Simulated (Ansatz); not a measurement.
The first iterations of a band of H3SbSe (5 atoms, charge 0, multiplicity 1).

Level of theory: Ansatz 0.2.0, RKS PBE0-D4/def2-SVP.

```json
{
  "movable images": "7",
  "climbing image": "yes",
  "spring": "5.0 eV/Å²",
  "optimiser": "quadratic models (default)",
  "start path": "IDPP",
  "force threshold": "0.03 eV/Å",
  "iteration limit": "60",
  "end points": "relaxed"
}
```

Image 0:

```xyz
5
Properties=species:S:1:pos:R:3
Se 0.739 -0.889 1.098
Sb -0.354 0.345 -0.880
H 1.278 -1.931 0.210
H -1.846 0.582 -0.063
H 0.183 1.893 -0.366
```

Image 8:

```xyz
5
Properties=species:S:1:pos:R:3
Se 0.943 -1.486 -0.093
Sb -0.448 0.442 -1.090
H 0.853 -1.017 1.299
H -1.692 0.373 0.094
H 0.344 1.688 -0.210
```

| iteration | highest image above the first end (eV) | largest band force component (eV/Å) |
| --- | --- | --- |
| 1 | 1.990 | 2.791 |
| 2 | 1.139 | 1.742 |
| 3 | 0.591 | 0.805 |

Q: Does the band converge within its limit, and where does its top end?

A: It converged. It ended after 9 iterations with the highest image 0.121 eV above the first end. A vibrational analysis at the climbing image gives one clearly imaginary mode, 203i cm⁻¹: a first-order saddle point.

Run time: 3.5 min on 1 CPU thread of a shared host.
